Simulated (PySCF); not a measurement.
Species: C₅H₅F₂S (doublet state).
SMILES with atom numbers: `[F:1][CH2:2][C:3]1=[CH:4][CH2:5][C:6]([F:7])[S:8]1` (hydrogens: H9, H10 on C2; H11 on C4; H12, H13 on C5)

Geometry (GFN2-xTB, Å), atoms numbered from 1 in this order:
```
atom  x, y, z in Å
F1     2.5953   -1.0125    0.5854
C2     2.1473    0.1866    0.1007
C3     0.6605    0.1845   -0.0300
C4    -0.1932   -0.7976    0.2517
C5    -1.6311   -0.4869    0.0234
C6    -1.6414    0.8361   -0.6702
F7    -2.7582    1.5913   -0.5912
S8    -0.1068    1.6572   -0.6210
H9     2.4801    0.9642    0.7990
H10    2.6267    0.3429   -0.8734
H11    0.1197   -1.7569    0.6259
H12   -2.1146   -1.2567   -0.5904
H13   -2.1886   -0.4518    0.9724
```

The hyperfine couplings belong to this conformer and change with its torsions.

Theory: PySCF 2.14.0, UKS B3LYP, pcH-1 on C F H S, non-relativistic, mean-field spin-orbit, GIAO. One conformer (not necessarily the lowest) at the GFN2-xTB geometry, without solvent, vibrations or thermal averaging. The geometry wasn't refined by DFT: couplings that depend on bond lengths, twists or pyramidal angles can differ widely from those at the functional's own minimum. Stability of the SCF solution: not tested.

Match the computed a_iso(19F) values +201.8, +3.0 MHz with the sites F1; F7.

| site | a_iso (MHz) | ρ(0) (bohr⁻³) | position | distance from C6 (Å) | bound to | spin population there | largest \|T\| (MHz) |
| --- | --- | --- | --- | --- | --- | --- | --- |
| F1 | +3.0 | +0.0007 | 4 bonds from C6 | 4.79 | C2 | 0.00 | 3.4 |
| F7 | +201.8 | +0.0477 | 1 bond from C6 | 1.35 | C6 | +0.78 | 388.6 |

The isotropic 13C couplings are +253.3, -7.4, +5.9, -3.4, +1.1 MHz. Assign them to C2; C3; C4; C5; C6.

```csv
site,a_iso (MHz),ρ(0) (bohr⁻³),position,distance from C6 (Å),spin population,largest |T| (MHz)
C2,+1.1,+0.0010,3 bonds from C6,3.92,0.00,0.5
C3,-3.4,-0.0030,2 bonds from C6,2.48,-0.02,4.7
C4,+5.9,+0.0052,2 bonds from C6,2.37,+0.04,5.7
C5,-7.4,-0.0066,1 bond from C6,1.49,-0.06,4.6
C6,+253.3,+0.2251,largest spin population,0.00,+0.78,148.0
```

ρ(0) is the spin density at the nucleus and T the dipolar tensor; a_iso includes a spin–orbit part; entries for several nuclei are means. The largest Mulliken spin populations are on C6 (+0.78), S8 (+0.11), H13 (+0.06) and C5 (-0.06). No atom but C6 exceeds +0.15. The angles at C6 add up to 349.4°, so it is slightly pyramidal.

Means are taken over nuclei equivalent by connectivity, which assumes that they swap fast.
